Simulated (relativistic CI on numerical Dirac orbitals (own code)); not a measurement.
Cr5+ in a cubic cluster: 2p photoemission with charge transfer

Computed with a charge-transfer multiplet model of a cubic metal-ligand cluster with up to 2 ligand holes, Slater and spin-orbit integrals from Dirac-Coulomb-Breit ions, Slater integrals scaled by 0.7. The ground state mixes d1 with configurations of k ligand holes L, whose averages lie at kΔ + k(k − 1)U_dd/2; a core hole lowers each added d electron by U_cd. 300 K, Lorentzian 0.6 eV and Gaussian 0.8 eV FWHM.

Atomic integrals in eV (Slater integrals scaled, ζ unscaled), ground: F2dd 8.205, F4dd 5.167, zeta_d 0.045; with the core hole: F2dd 8.205, F4dd 5.167, zeta_d 0.067, zeta_core 5.615, F2cd 6.030, G1cd 4.759, G3cd 2.711. Where a configuration has fewer than two d electrons, the dd integrals are those of d2.

Cluster parameters (eV): U_dd = 6.5, U_cd = 7.9, 10Dq = 1.75, 10Dq(ligand) = 1.1, V(eg) = 2.15, V(t2g) = -0.98, final-state hopping factor = 0.9.

```
     Case   n_d    d1   d2L  d3L2     S
Δ = -2 eV  2.02  0.18  0.61  0.21  0.50
 Δ = 0 eV  1.84  0.29  0.57  0.13  0.50
 Δ = 3 eV  1.56  0.50  0.44  0.06  0.50
```

Weights, n_d and S are thermal averages at 300 K. Binding energies count from the first peak over 30 % of the highest in each spectrum, which can be another peak from case to case. The parameters are a model scan and need not match a compound or its usual spin state. Peaks in eV (height, largest 100):
- Δ = -2 eV: 0.0 (100), 9.5 (56), 20.0 (10)
- Δ = 0 eV: 0.0 (100), 4.6 (14), 9.4 (59), 19.0 (11)
- Δ = 3 eV: 0.0 (100), 4.6 (13), 9.3 (67), 18.8 (12)

Curve for Δ = -2 eV (points under 2 left out, the grid thinned):

E (eV), Intensity and a bar:
```
     -3.5        2.0 
     -2.9        2.9 
     -2.2        5.0 #
     -1.6       10.4 ###
     -1.0       32.8 ##########
     -0.4       84.8 ##########################
      0.3       95.9 ##############################
      0.9       74.6 #######################
      1.5       42.6 #############
      2.1       26.6 ########
      2.8       20.9 ######
      3.4       17.2 #####
      4.0       16.0 ####
      4.7       15.2 ####
      5.3       13.4 ####
      5.9       11.3 ###
      6.5        9.7 ##
      7.2        9.2 ##
      7.8       11.5 ###
      8.4       20.5 ######
      9.0       43.6 #############
      9.7       55.5 #################
     10.3       45.6 ##############
     10.9       33.9 ##########
     11.6       24.7 #######
     12.2       21.3 ######
     12.8       17.9 #####
     13.4       15.8 ####
     14.1       11.9 ###
     14.7        7.8 ##
     15.3        5.4 #
     15.9        3.8 #
     16.6        2.7 
     17.2        2.4 
     17.8        2.8 
     18.5        3.6 #
     19.1        5.9 #
     19.7        9.2 ##
     20.3        9.4 ##
     21.0        8.0 ##
     21.6        6.5 #
     22.2        5.6 #
     22.8        4.8 #
     23.5        3.3 
     24.1        2.1
```

For the case Δ = 0 eV, Δ = 0 eV is smaller than U_dd = 6.5 eV, the charge-transfer side of the Zaanen-Sawatzky-Allen scheme. With the core hole the configuration with one ligand hole lies at Δ − U_cd = -9.9, -7.9, -4.9 eV from the one without, in the order of the table; where this is negative the screened configuration lies lower, though the effective hopping of about 4.1 eV (from the holes of the mixed ground state) mixes the two strongly wherever it is as large as the gap.

With at most 2 ligand holes the space is cut while the next configuration still counts, so covalency is underestimated, and a final configuration with one more ligand hole, which can lie low, is missing from the spectra.
